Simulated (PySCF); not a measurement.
A homologous series of growing length: n-germane silyl/silyl. Isolated molecules, 0 K electronic values unless said otherwise. One relaxed conformer stands for each flexible species; it need not be the lowest. Strings in code marks are SMILES.

These are PBE-D3(BJ)/def2-TZVP // r2SCAN-D4/def2-SVP run with PySCF 2.14.0 values and carry that method's errors. Excitations are Tamm–Dancoff values on a coarser integration grid. The basis has no diffuse functions, so Rydberg states are missing or too high.

```
species                                                                                          HOMO–LUMO gap (eV)  T1 excitation (TDA) (eV)
-----------------------------------------------------------------------------------------------  ------------------  ------------------------
n = 1 (`[SiH3][GeH2][SiH3]`)                                                                                   5.97                      5.58
n = 2 (`[SiH3][GeH2][GeH2][SiH3]` (Si–Ge–Ge–Si torsion 178°))                                                  5.37                      5.05
n = 3 (`[GeH2]([GeH2][GeH2][SiH3])[SiH3]` (Si–Ge–Ge–Ge torsion 175°, Ge–Ge–Ge–Si torsion 178°))                4.94                      4.68
n = 4 (`[SiH3][GeH2][GeH2][GeH2][GeH2][SiH3]`)                                                                 4.64                (withheld)
n = 5 (`[SiH3][GeH2][GeH2][GeH2][GeH2][GeH2][SiH3]`)                                                           4.41                (withheld)
n = 6 (`[SiH3][GeH2][GeH2][GeH2][GeH2][GeH2][GeH2][SiH3]`)                                                     4.23                      4.07
n = 7 (`[SiH3][GeH2][GeH2][GeH2][GeH2][GeH2][GeH2][GeH2][SiH3]`)                                         (withheld)                      3.95
```

### Question
Complete the blanks.

### Answer

- n = 4 (`[SiH3][GeH2][GeH2][GeH2][GeH2][SiH3]`), T1 excitation (TDA) (eV): 4.42
- n = 5 (`[SiH3][GeH2][GeH2][GeH2][GeH2][GeH2][SiH3]`), T1 excitation (TDA) (eV): 4.22
- n = 7 (`[SiH3][GeH2][GeH2][GeH2][GeH2][GeH2][GeH2][GeH2][SiH3]`), HOMO–LUMO gap (eV): 4.09
